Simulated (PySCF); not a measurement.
Input of a run (PBE0-D3(BJ)/def2-SVP geometry optimisation, gas phase (PySCF 2.14.0)), started from GFN2-xTB:
```
{"job": {"xc": "PBE0", "basis": "def2-SVP", "d3": "d3bj", "grid": 1, "shake": 0.01, "kind": "geom"}, "charge": -1, "multiplicity": 1}
C     -3.252330     0.236910     0.127120
C     -2.059250    -0.595480    -0.208860
C     -0.890410     0.243960    -0.692850
C      0.302000    -0.660730    -1.163100
O      0.004070    -1.563890    -1.998980
C      1.555150    -0.448980    -0.644930
C      2.020700     0.484420     0.289370
C      3.528570     0.356710     0.614530
O      1.373530     1.392330     0.888850
H     -3.027870     0.984570     0.907160
H     -4.107440    -0.358320     0.487220
H     -3.601240     0.809270    -0.751860
H     -2.331530    -1.304250    -0.997050
H     -1.771210    -1.150660     0.689250
H     -0.511370     0.890230     0.105290
H     -1.185130     0.873230    -1.528810
H      2.312550    -1.128940    -1.023660
H      4.100520     0.459870    -0.279960
H      3.709950    -0.635310     1.056900
H      3.779740     1.130450     1.335090
```

Output (energies in Eh, forces in Eh/bohr):
```
step   0  E = -423.06778090  max force = 0.061792
step   1  E = -423.07464339  max force = 0.005900
step   2  E = -423.07461322  max force = 0.004054
step   3  E = -423.07497840  max force = 0.002816
step   4  E = -423.07462854  max force = 0.007412
step   5  E = -423.07501417  max force = 0.002831
step   6  E = -423.07507671  max force = 0.001863
step   7  E = -423.07513344  max force = 0.000558
step   8  E = -423.07516567  max force = 0.000483
step   9  E = -423.07519099  max force = 0.000993
step  10  E = -423.07519579  max force = 0.000944
step  11  E = -423.07522742  max force = 0.000540
step  12  E = -423.07528047  max force = 0.000457
step  13  E = -423.07533136  max force = 0.000599
step  14  E = -423.07537924  max force = 0.000376
step  15  E = -423.07540244  max force = 0.000360
step  16  E = -423.07541730  max force = 0.000333
optimisation converged
```

Task: Summarise the run.

Result: The energy falls by 20.0 kJ/mol over 17 energy and gradient evaluations, the largest force component goes from 0.0618 to 3.3e-04 Eh/bohr, and the atoms move by 0.280 Å rms after alignment. The bond that changes most is C4=C6 (ends: vinylic carbon bearing oxygen; carbon bonded to 2 C and H), which lengthens by 0.051 Å. Bonds longer at the end by more than 0.005 Å: 10 of 19; shorter: 4. Among the angles that change most is H13–C2–H14, from 109.1° to 105.4°. Among the dihedrals that turn most is C2–C3–C4–C6, from -127° to -150°. The energy rose by more than 1e-6 Eh at steps 2 and 4. The first step brought 90 % of the lowering.

Task: What are the final bond lengths?

Result: C1–C2 1.521 Å, C2–C3 1.519 Å, C3–C4 1.533 Å, C4–O5 1.242 Å, C4=C6 1.424 Å, C6–C7 1.418 Å, C7–C8 1.539 Å, C7=O9 1.245 Å, C1–H10 1.103 Å, C1–H11 1.104 Å, C1–H12 1.104 Å, C2–H13 1.102 Å, C2–H14 1.106 Å, C3–H15 1.100 Å, C3–H16 1.108 Å, C6–H17 1.096 Å, C8–H18 1.102 Å, C8–H19 1.104 Å, C8–H20 1.100 Å. Numbering counts from 1 in the input's order; the species is `CCC/C([O-])=C\C(C)=O`.

The run used 181 basis functions and 124 SCF cycles in all. Time: 4.6 min; peak memory 0.85 GiB. Hardware: one thread of an Arm Neoverse V1 (shared host).

PBE0-D3(BJ)/def2-SVP frequencies: not computed here.

One conformer stands for the species.
